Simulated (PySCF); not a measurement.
Stepwise substitution at one centre (B OH-NH2). All species are isolated molecules in the gas phase. One relaxed conformer stands for each flexible species; it need not be the lowest. Strings in code marks are SMILES.

The numbers are results of PySCF with PBE-D3(BJ)/def2-TZVP // CAM-B3LYP-D3(BJ)/def2-TZVP, not measurements. Excitations are Tamm–Dancoff values on a coarser integration grid. The basis has no diffuse functions, so Rydberg states are missing or too high.

```json
[
 {"species": "0 of 3 OH replaced by NH2 (`OB(O)O`)", "S1–T1 gap (TDA) (eV)": "0.14", "LUMO (eV)": "-0.70", "HOMO (eV)": "…", "S1 oscillator strength": "0.001"},
 {"species": "1 of 3 OH replaced by NH2", "S1–T1 gap (TDA) (eV)": "0.21", "LUMO (eV)": "-0.24", "HOMO (eV)": "…", "S1 oscillator strength": "0.007"},
 {"species": "2 of 3 OH replaced by NH2 (`B(O)(N)N` (N–B–O–H torsion 180°))", "S1–T1 gap (TDA) (eV)": "0.18", "LUMO (eV)": "-0.10", "HOMO (eV)": "-5.35", "S1 oscillator strength": "0.000"},
 {"species": "3 of 3 OH replaced by NH2 (`NB(N)N`)", "S1–T1 gap (TDA) (eV)": "0.19", "LUMO (eV)": "–", "HOMO (eV)": "-5.06", "S1 oscillator strength": "…"}
]
```

Problem. Fill in the missing entries.

Solution. 
- 0 of 3 OH replaced by NH2 (`OB(O)O`), HOMO (eV): -7.42
- 1 of 3 OH replaced by NH2, HOMO (eV): -6.06
- 3 of 3 OH replaced by NH2 (`NB(N)N`), S1 oscillator strength: 0.000
